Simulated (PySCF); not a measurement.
## Sc (scandium, neutral) across methods

[Ar] 3d1 4s2, 2D determinant. Computed with PySCF 2.14 in x2c-TZVPPall with one added diffuse shell each of s, p, d, f type (7s6p5d3f1g, 80 functions), with the spin-free X2C one-electron Hamiltonian (Gaussian nucleus).

```csv
method,E (hartree),mean ε 4s α (eV),mean ε 4s β (eV),mean ε 3d α (eV),Σ⟨r²⟩ (bohr²),⟨S²⟩
M06,-764.149,-4.643,-4.665,-4.520,48.51,0.757
UHF,-763.27646,-5.928,-5.600,-9.285,52.78,0.762
MN15,-764.454,-5.277,-5.116,-5.814,50.59,0.775
PW91,-764.197,-4.194,-3.973,-3.503,49.04,1.076
LDA,-762.193,-4.336,-4.103,-3.554,49.03,0.907
r2SCAN0,-764.123,-4.859,-4.628,-5.276,49.69,0.982
PBE0,-763.988,-4.814,-4.604,-5.131,49.84,0.839
```

**Question.** Estimate the same row for PBE.

**Answer.** E (hartree) = -763.954; mean ε 4s α (eV) = -4.169; mean ε 4s β (eV) = -3.959; mean ε 3d α (eV) = -3.483; Σ⟨r²⟩ (bohr²) = 49.19; ⟨S²⟩ = 1.041.

⟨S²⟩ = 1.04 against 0.75 shows spin contamination.
